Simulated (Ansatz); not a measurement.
`FC(F)(F)[SiH3]` → `F[SiH3]` + `F[C]F` at 500 K and 1 bar (difluorocarbene loss).

Calculated with Ansatz (gas phase, PBE0-D4/def2-TZVP geometries, no zero-point term in ΔE). CCSD(T)/CBS is the MP2 limit (def2-TZVPP, def2-QZVPP) plus CCSD(T) − MP2 in def2-TZVPP, frozen cores. This one scheme is used for every species.

```
         species  CCSD(T)/CBS energy (Eh)  H − E (kJ/mol)  S (J/(mol·K))
`FC(F)(F)[SiH3]`               -628.29609           142.2          369.6
       `F[SiH3]`               -390.72345            94.1          267.5
         `F[C]F`               -237.54028            37.4          262.4
```

H − E and S are ideal-gas, rigid-rotor, harmonic terms from PBE0-D4/def2-TZVP. 1 Eh = 2625.50 kJ/mol, R = 8.31446 J/(mol·K).

Task: By hand: ΔE, ΔH, ΔS and ΔG.

Result: ΔE = (-390.72345) + (-237.54028) − (-628.29609) = 0.03236 Eh = 85.0 kJ/mol. Δ(H − E) = 94.1 + 37.4 − 142.2 = -10.7, so ΔH = 74.3 kJ/mol. ΔS = 267.5 + 262.4 − 369.6 = 160.3 J/(mol·K). ΔG = 74.3 − 500 × (160.3)/1000 = -5.9 kJ/mol.

Task: By hand: the equilibrium constant, and the temperature at which ΔG would vanish if ΔH and ΔS stayed fixed.

Result: log₁₀ K = −ΔG/(RT ln 10) = 0.6. ΔG = 0 at ΔH/ΔS = 464 K.

The number of gas molecules changes by +1, which sets the sign of ΔS. The sign of ΔG lies within the doubt. A doubt of 5 kJ/mol in ΔE shifts log₁₀ K by 0.5 here. These are equilibria of isolated gas molecules and say nothing of rates. Largest T1 diagnostic: 0.017 (customary marks: 0.02 for closed shells, 0.045 for open ones).
